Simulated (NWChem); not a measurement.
Molecule: CH₅BeNS; SMILES C[S][Be][NH2]

```xyz
9

Be     0.1795    -1.0477     0.0006
N     -0.2310    -2.4889     0.0016
H     -0.3855    -3.0581    -0.8242
H     -0.3894    -3.0549     0.8288
S      0.7229     0.7745    -0.0001
C     -0.8874     1.6489    -0.0051
H     -1.4746     1.4124    -0.9025
H     -0.6670     2.7249    -0.0087
H     -1.4767     1.4186     0.8926
```
Atoms are numbered in this order, from 1.

Level: PBE0/def2-SVP (NWChem), optimised geometry, unscaled harmonic frequencies. 

```tsv
frequency (cm⁻¹)	IR intensity (km/mol)
52	0.2
117	1.0
241	2.4
251	0.3
361	0.5
474	190.9
490	18.8
663	72.2
724	4.3
956	8.7
973	7.3
1314	208.2
1342	27.6
1454	8.6
1458	6.7
1540	123.5
3074	24.2
3187	2.0
3188	2.6
3620	59.8
3701	40.0
```

| Quantity | Result |
|---|---|
| zero-point energy | 41.7 kcal/mol |
| thermal correction to the enthalpy at 298.15 K (with zero-point energy) | 46.4 kcal/mol |
| heat capacity Cv | 20.6 cal/(mol K) |
| entropy at 298.15 K and 1 atm (symmetry number 1) | 79.2 cal/(mol K) |
| dipole moment | 2.29 D |

Rigid rotor and harmonic oscillator; modes under 100 cm⁻¹ make the entropy uncertain.
